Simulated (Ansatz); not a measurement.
C2H7BSe, SMILES `CBC[SeH]`, 11 atoms. Charge 0, multiplicity 1. Correlated methods include outer-core shells of Se, which these sets cover unevenly. Scalar relativity is left out up to krypton. All runs use 4 threads of an Arm Neoverse V2 on a shared host. Correlated methods freeze the cores.

Problem. Give the basis size and wall time and peak host memory of each of these runs in Ansatz. RKS r2SCAN0-D4/def2-TZVPP energy; RHF-CCSD(T)/def2-TZVPP energy; RKS PBE0-D4/def2-QZVPP energy; RKS revPBE-D4/def2-TZVPP energy; RKS PBE0-D4/def2-SVP energy; RHF-CCSD(T)/def2-SVP energy; RKS B97M-V/def2-TZVPP energy; RKS PBE0-D4/def2-TZVP frequencies; direct RPA on PBE orbitals/def2-TZVPP energy; RKS PBE0-D4/def2-TZVP relaxation (7 steps); RKS ωB97M-V/def2-SVP energy; RKS ωB97M-V/def2-QZVPP energy. (Best estimate.)

Solution. Ansatz gave: Other jobs shared the machine, so times are rough.

| level | job | functions | wall time | peak host memory (GiB) |
| --- | --- | --- | --- | --- |
| RKS PBE0-D4/def2-SVP | energy | 109 | 1.1 s | 0.46 |
| RKS revPBE-D4/def2-TZVPP | energy | 239 | 1.8 s | 0.29 |
| RKS ωB97M-V/def2-SVP | energy | 109 | 3.9 s | 0.46 |
| RKS r2SCAN0-D4/def2-TZVPP | energy | 239 | 4.4 s | 0.61 |
| direct RPA on PBE orbitals/def2-TZVPP | energy | 239 | 4.6 s | 0.63 |
| RHF-CCSD(T)/def2-SVP | energy | 109 | 5.5 s | 0.54 |
| RKS PBE0-D4/def2-QZVPP | energy | 470 | 7.5 s | 1.7 |
| RKS B97M-V/def2-TZVPP | energy | 239 | 8.5 s | 0.38 |
| RKS ωB97M-V/def2-QZVPP | energy | 470 | 18 s | 2 |
| RKS PBE0-D4/def2-TZVP | relaxation (7 steps) | 183 | 21 s | 0.47 |
| RKS PBE0-D4/def2-TZVP | frequencies | 183 | 2 min | 0.47 |
| RHF-CCSD(T)/def2-TZVPP | energy | 239 | 2.2 min | 4.7 |
